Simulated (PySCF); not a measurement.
**Relaxation of triplet H₂PtS**

Level of theory: PySCF, UPBE0, basis Pt def2-TZVP with ECP60, S def2-TZVP, H def2-TZVP (scalar-relativistic core potentials, no spin–orbit coupling, density fitting). A (50,194) grid was used.

A start displaced from a saddle point along its imaginary mode, of Cs symmetry, held to at least that symmetry:

```xyz
4
charge 0 multiplicity 3, angstrom
Pt    0.0010    0.0000   -0.2859
S    -0.0060    0.0000    1.7720
H     1.6333    0.0000   -0.5702
H    -1.6383    0.0000   -0.3303
```

Optimiser trace:
| step | E − E(last) (kJ/mol) | largest gradient (Eh/bohr) |
| --- | --- | --- |
| 0 | 57.30 | 0.00158 |
| 1 | 57.17 | 0.00116 |
| 2 | 55.81 | 0.00732 |
| 3 | 52.40 | 0.01453 |
| 4 | 43.46 | 0.02895 |
| 5 | 35.18 | 0.02681 |
| 6 | 31.00 | 0.01064 |
| 7 | 29.86 | 0.00848 |
| 8 | 28.86 | 0.00571 |
| 9 | 27.64 | 0.00745 |
| 10 | 24.53 | 0.01288 |
| 11 | 20.35 | 0.01508 |
| 12 | 13.80 | 0.01624 |
| 13 | 7.78 | 0.01348 |
| 14 | 7.51 | 0.01771 |
| 15 | 5.39 | 0.00939 |
| 16 | 3.56 | 0.00778 |
| 17 | 2.26 | 0.00721 |
| 18 | 0.91 | 0.00877 |
| 19 | 0.14 | 0.00298 |
| 20 | 0.02 | 0.00137 |
| 21 | 0.00 | 0.00038 |
| 22 | 0.00 | 0.00016 |

It ends at Cs with Pt–H 1.520 Å, Pt–H 1.619 Å, Pt–S 2.172 Å; H–Pt–H 67.6°, H–Pt–S 100.0°, H–Pt–S 167.6° (after a last refinement on a finer grid). A frequency run shows 1 imaginary mode, down to 174i cm⁻¹, so it is a saddle point. Other isomers or separated fragments may lie lower.

Final geometry:
Coordinates in bohr (charge 0 multiplicity 3):
```
Pt    0.3282    0.0000   -0.5638
S    -1.7009    0.0000    3.0051
H     1.2347    0.0000   -3.4857
H    -1.8856    0.0000   -2.3954
```

Open d and f shells are described by one determinant, and the ground state may have another occupation or spin. At this level a singlet minimum of Cs symmetry lies 20 kJ/mol below this structure. No spin–orbit coupling is included, which matters more the heavier the element.
